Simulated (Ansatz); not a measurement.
One change: `C[SiH2]N[SiH2]Cl` becomes `C[SiH2]N`.

Ansatz, PBE0-D4/def2-TZVP geometries, multiplicity 1. Each molecule was computed in one conformer, which needn't be the lowest.

```json
{"property": "HOMO–LUMO gap (PBE/def2-TZVPP) / eV", "`C[SiH2]N[SiH2]Cl`": "5.87"}
{"property": "LUMO energy (ωB97M-V/def2-TZVPP) / eV", "`C[SiH2]N[SiH2]Cl`": "1.79"}
{"property": "HOMO–LUMO gap (ωB97M-V/def2-TZVPP) / eV", "`C[SiH2]N[SiH2]Cl`": "11.92"}
{"property": "size of the dipole moment (ωB97M-V/def2-TZVPP) / D", "`C[SiH2]N[SiH2]Cl`": "1.78"}
{"property": "zero-point energy (PBE0-D4/def2-TZVP) / kJ/mol", "`C[SiH2]N[SiH2]Cl`": "235.4"}
{"property": "HOMO–LUMO gap (PBE0/def2-TZVPP) / eV", "`C[SiH2]N[SiH2]Cl`": "8.05"}
```

(1) Give the same properties after the change, and the shifts. (Best estimate.)

Answers

(1) Computed: 
| property | `C[SiH2]N` | shift |
| --- | --- | --- |
| HOMO–LUMO gap (PBE/def2-TZVPP) / eV | 5.65 | -0.22 |
| LUMO energy (ωB97M-V/def2-TZVPP) / eV | 2.14 | 0.35 |
| HOMO–LUMO gap (ωB97M-V/def2-TZVPP) / eV | 11.69 | -0.23 |
| size of the dipole moment (ωB97M-V/def2-TZVPP) / D | 1.52 | -0.26 |
| zero-point energy (PBE0-D4/def2-TZVP) / kJ/mol | 207.8 | -27.6 |
| HOMO–LUMO gap (PBE0/def2-TZVPP) / eV | 7.88 | -0.17 |

With PBE0 the HOMO rises by 0.66 eV and the LUMO rises by 0.50 eV, so the gap narrows by about 0.16 eV. PBE moves the HOMO by 0.73 eV and ωB97M-V by 0.58 eV. The zero-point energy changes by -27.6 kJ/mol with -9 modes. Dipoles are sizes alone; their direction can turn.
